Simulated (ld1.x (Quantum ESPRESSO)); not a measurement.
## Reading a pseudo-wave (Bi)

Columns: radius, all-electron u(r) and pseudo u(r) of the 5d shell (level -28.79 eV) of bismuth in the configuration [Xe] 4f14 5d10 6s1 6p4; LDA (PZ), scalar-relativistic, PAW scheme, ld1.x (Quantum ESPRESSO) 7.5.

```
r (bohr)  all-electron  pseudo
   0.148        0.1963  0.0007
   0.296       -0.5059  0.0058
   0.444       -0.2586  0.0186
   0.592        0.3096  0.0414
   0.740        0.7425  0.0745
   0.888        0.9625  0.1165
   1.036        1.0191  0.1642
   1.184        0.9776  0.2132
   1.332        0.8865  0.2585
   1.480        0.7765  0.2955
   1.628        0.6650  0.3204
   1.776        0.5608  0.3310
   1.924        0.4678  0.3268
   2.072        0.3873  0.3091
   2.220        0.3188  0.2810
   2.368        0.2613  0.2462
   2.516        0.2135  0.2091
   2.664        0.1740  0.1733
   2.812        0.1415  0.1415
   2.960        0.1150  0.1150
   3.108        0.0932  0.0932
   3.256        0.0756  0.0756
   3.404        0.0612  0.0612
   3.552        0.0495  0.0495
   3.700        0.0400  0.0400
   3.848        0.0324  0.0324
```

How many radial nodes do the two functions have?

The all-electron 5d function has n − l − 1 = 2; the pseudo-wave has 0, since the states of the same l below it are removed with the core.

At about which radius was the pseudo-wave matched?

2.96 bohr, where the columns begin to agree (steps of 0.15 bohr).

Is the pseudo-wave norm-conserving?

No, it belongs to a PAW set: the norm inside the radius is not constrained, and the difference is carried by the augmentation charge.
